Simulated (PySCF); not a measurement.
CH9BSi2. Atoms are numbered in the order given.

```xyz
13

B      0.4491    -0.0540    -0.1222
C      1.9687    -0.1147    -0.4932
H      2.5089    -1.0052    -0.1364
H      2.3822     0.7452     0.0803
H      2.2106     0.0853    -1.5489
Si    -0.2918    -0.9438     1.5366
H     -1.6137    -1.5863     1.2559
H     -0.5272     0.1241     2.5616
H      0.6118    -1.9724     2.1405
Si    -0.8514     1.0038    -1.2544
H     -1.9644     1.6095    -0.4605
H     -1.4641     0.0321    -2.2181
H     -0.1964     2.0863    -2.0540
```

The structure is a stationary point at ωB97X-D3(BJ)/def2-SVP. This is a generated structure with no PubChem entry under its InChIKey; it may be hypothetical.

The numbers are results of PBE/pcSseg-1 (PySCF), not measurements.

GIAO shieldings, no solvent; atoms listed in one row are averaged. δ = σ(ref) − σ: ¹¹B against BF3 (σ = 83.9 ppm); ¹³C against TMS (σ = 182.0 ppm); ¹H against TMS (σ = 31.49 ppm); ²⁹Si against TMS (σ = 335.4 ppm), references at their B3LYP-D3(BJ)/def2-TZVP geometries, non-relativistic.

Computed chemical shifts:
```
nucleus                      atoms  count  δ (ppm)
-------  -------------------------  -----  -------
¹¹B                             B1      1    128.4
¹³C                             C2      1     37.8
¹H       H7, H8, H9, H11, H12, H13      6     4.13
¹H                      H3, H4, H5      3     2.78
²⁹Si                           Si6      1    -98.8
²⁹Si                          Si10      1   -100.4
```
